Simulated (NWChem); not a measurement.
System: BHF, doublet; SMILES [BH]F

Results from NWChem. Spin-unrestricted. In the optimisation the excess spin sits in a' (Cs, its own frame). The geometry was optimised at PBE0/def2-SVP, spin-unrestricted. No stability test was run on the SCF state.

Taking PBE/def2-QZVP as the yardstick, which of these has the fewest basis functions while keeping “dipole (D)” within 0.1 D of it: PBE/def2-TZVPP; PBE/def2-TZVP; PBE/def2-SVPD; PBE/def2-SVP; PBE/def2-TZVPD; PBE/STO-3G?

PBE/def2-SVP.
```csv
level,basis functions,dipole (D)
PBE/STO-3G,11,0.66
PBE/def2-SVP,33,0.48
PBE/def2-SVPD,51,0.56
PBE/def2-TZVP,68,0.56
PBE/def2-TZVPP,76,0.56
PBE/def2-TZVPD,86,0.57
PBE/def2-QZVP,144,0.55
```

The yardstick is one finite set, not the basis-set limit.
